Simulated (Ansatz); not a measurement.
Compare A (`F[SiH2]C1CO1`) with its isomer B (`C[C@H]1O[Si@H]1F`).

Program: Ansatz. Geometries: PBE0-D4/def2-TZVP. ΔE: electronic, gas phase. CCSD(T)/CBS is the MP2 limit (def2-TZVPP, def2-QZVPP) plus CCSD(T) − MP2 in def2-TZVPP, frozen cores. Functionals use def2-TZVPP. B3LYP here is the variant with VWN-RPA as its local correlation; programs differ in this. Each species was taken in one conformer, which may not be the lowest.

A:

```xyz
10

F    -0.0239    2.5215   -0.1676
Si   -0.7903    1.1241   -0.3282
C     0.0912   -0.1927    0.6524
C     0.9391   -1.1749   -0.0334
O    -0.3845   -1.5098    0.3120
H    -2.1751    1.3158    0.1629
H    -0.7741    0.7315   -1.7572
H     0.2734   -0.0573    1.7181
H     1.7090   -1.6857    0.5394
H     1.1352   -1.0726   -1.0984
```

B:

Z-matrix (Å, degrees):
```
C
C 1 1.498
H 1 1.094 2 110.5
H 1 1.091 2 112.0 3 -120.8
H 1 1.093 2 109.7 3 119.1
O 2 1.514 1 113.4 3 65.6
Si 2 1.797 1 124.6 3 132.3
H 2 1.090 1 113.9 3 -61.0
F 7 1.587 2 121.0 1 4.5
H 7 1.471 2 128.8 1 162.1
```

Question: Which isomer does CCSD(T)/CBS put lower? Give the gap. (Best estimate.)

Answer: The calculation gave: B, by 118.3 kJ/mol.

Question: Give E(B) − E(A) in kJ/mol with B2PLYP, ωB97M-V, B3LYP, PBE-D4, CCSD/def2-TZVPP, CCSD(T)/def2-TZVPP, MP2/def2-TZVPP. (An estimate is asked.)

Answer: Computed: B2PLYP -117.4, ωB97M-V -116.3, B3LYP -114.6, PBE-D4 -113.4, CCSD/def2-TZVPP -113.4, CCSD(T)/def2-TZVPP -114.8, MP2/def2-TZVPP -119.1. None reverses the order clearly.

Largest T1 diagnostic: 0.013.

In def2-TZVPP, CCSD(T) changes the Hartree–Fock value by −11.7 kJ/mol (the triples alone add −1.4 kJ/mol) and MP2 by −16.0 kJ/mol.
